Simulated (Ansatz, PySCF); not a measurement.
System: CF, net charge 0, doublet state. 
Structure (B3LYP-D3(BJ)/def2-TZVP (Ansatz, a program for electronic structure) minimum search):
SMILES: [C]F
```xyz
2

C      0.0000     0.0000    -0.7653
F      0.0000     0.0000     0.5102
```
Charge 0, spin multiplicity 2.

Dipole moments at this geometry, in debye (magnitudes).

```json
[
 {"level": "M06-L/def2-TZVPD", "program": "PySCF", "dipole (D)": "[?]"},
 {"level": "PBE0/def2-TZVPD", "program": "Ansatz", "dipole (D)": "0.76"},
 {"level": "TPSSh/def2-TZVPD", "program": "PySCF", "dipole (D)": "0.80"},
 {"level": "HSE06/def2-TZVPD", "program": "Ansatz", "dipole (D)": "0.76"},
 {"level": "LC-wPBE/def2-TZVPD", "program": "Ansatz", "dipole (D)": "0.78"},
 {"level": "CCSD(T)/aug-cc-pVDZ", "program": "Ansatz", "dipole (D)": "[?]"}
]
```

Question: Some entries are withheld; supply them.

Answer: 
- M06-L/def2-TZVPD, dipole (D): 0.88
- CCSD(T)/aug-cc-pVDZ, dipole (D): 0.68
